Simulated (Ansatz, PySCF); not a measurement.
HF3OSi (SMILES O[Si](F)(F)F), singlet, geometry from GFN2-xTB, with bond 4-2 at 2.4 times its length. Base run: CASSCF(2,4)/6-31G (PySCF).

The PySCF input:
```python
from pyscf import gto, scf, mcscf
import numpy

mol = gto.M(
    atom='''
O     1.491624   -0.032907    0.593866
Si    0.014422   -0.000892    0.011741
F    -0.291115   -1.170491   -1.006672
F    -2.372070   -0.316627    2.912256
F    -0.331196    1.330241   -0.767433
H     2.285456    0.030026    0.069035
''',
    basis='6-31g',
    charge=0,
    spin=0,
    verbose=4,
)

mf = scf.RHF(mol)
mf.kernel()
mc = mcscf.CASSCF(mf, 4, 2)
mc.fix_spin_(ss=0.0)
mc.kernel()
occ = numpy.linalg.eigvalsh(mc.fcisolver.make_rdm1(mc.ci, mc.ncas, mc.nelecas))[::-1]
ss = mc.fcisolver.spin_square(mc.ci, mc.ncas, mc.nelecas)[0]
print('natural occupations', occ.round(4), ' <S^2>', round(ss, 4))
```

Programs used: Ansatz (a first-principles code), PySCF; a row that names a program was run with it.

Each row names what was changed in the base input (with any setting that the change needs).

```tsv
change	ΔE vs base (kcal/mol)	natural occupations	<S^2> of the state
base	0.000	1.13 0.87 0.00 0.00	0.00
code = ansatz	0.004	-	-
active space = 10 electrons, 9 orbitals	-56.78	2.00 1.98 1.98 1.98 1.14 0.86 0.02 0.02 0.02	0.00
solver = newton	-0.010	1.14 0.86 0.00 0.00	0.00
orbitals = fixed (CASCI); correction = SC-NEVPT2	-320.7	1.21 0.79 0.00 0.00	0.00
fix_spin_ = off	0.000	1.13 0.87 0.00 0.00	0.00
active space = 4 electrons, 3 orbitals	0.003	2.00 1.14 0.86	0.00
active space = 6 electrons, 4 orbitals	-0.015	2.00 2.00 1.14 0.86	0.00
active space = 2 electrons, 2 orbitals	0.004	1.13 0.87	0.00
correction = SC-NEVPT2	-311.6	1.13 0.87 0.00 0.00	0.00
start = MP2 natural orbitals	-0.010	1.14 0.86 0.00 0.00	0.00
```

Active orbitals are taken around the Fermi level unless the row says otherwise; CASSCF can end in different local minima, and two programs can end on different orbitals. State-averaged rows give the lowest state.
